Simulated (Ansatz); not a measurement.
Relaxation of Cl2H6W (9 atoms, charge 0, multiplicity 1), to a largest force component of 0.03 eV/Å in at most 50 steps.

Theory: RKS PBE0-D4/def2-SVP in Ansatz.

```xyz
9
Properties=species:S:1:pos:R:3
W -0.063 -0.083 0.046
Cl -0.478 -0.506 2.312
H 1.565 0.167 -0.277
H 0.457 1.441 -0.438
H -1.101 0.955 -0.723
H 0.823 -1.210 -0.787
Cl -1.564 -1.428 -1.113
H 1.552 1.822 1.562
H 1.250 1.386 2.048
```

Task: Where does it end, and by what steps?

Result: The run converged. After 5 steps the energy has fallen by 0.223 eV; H9 moved furthest, 0.86 Å.

```json
{"step": "0", "energy less start (eV)": "0.0000", "largest force component (eV/Å)": "1.344", "accepted": "yes"}
{"step": "1", "energy less start (eV)": "-0.1333", "largest force component (eV/Å)": "0.672", "accepted": "yes"}
{"step": "2", "energy less start (eV)": "-0.1774", "largest force component (eV/Å)": "0.146", "accepted": "yes"}
{"step": "3", "energy less start (eV)": "-0.2101", "largest force component (eV/Å)": "0.126", "accepted": "yes"}
{"step": "4", "energy less start (eV)": "-0.2204", "largest force component (eV/Å)": "0.130", "accepted": "yes"}
{"step": "5", "energy less start (eV)": "-0.2225", "largest force component (eV/Å)": "0.026", "accepted": "yes"}
```

```xyz
9
Properties=species:S:1:pos:R:3
W -0.218 -0.267 -0.099
Cl -0.581 -0.633 2.069
H 1.429 0.026 -0.253
H 0.321 1.311 -0.322
H -1.224 0.812 -0.867
H 0.714 -1.358 -0.942
Cl -1.693 -1.572 -1.355
H 1.969 2.296 1.889
H 1.724 1.929 2.509
```

Whether the end is a true minimum wasn't checked by a vibrational analysis.

The run took 26 s on 2 threads of Intel(R) Xeon(R) Platinum 8259CL CPU @ 2.50GHz (Skylake/Cascade Lake) (shared host), peak memory 0.24 GiB.
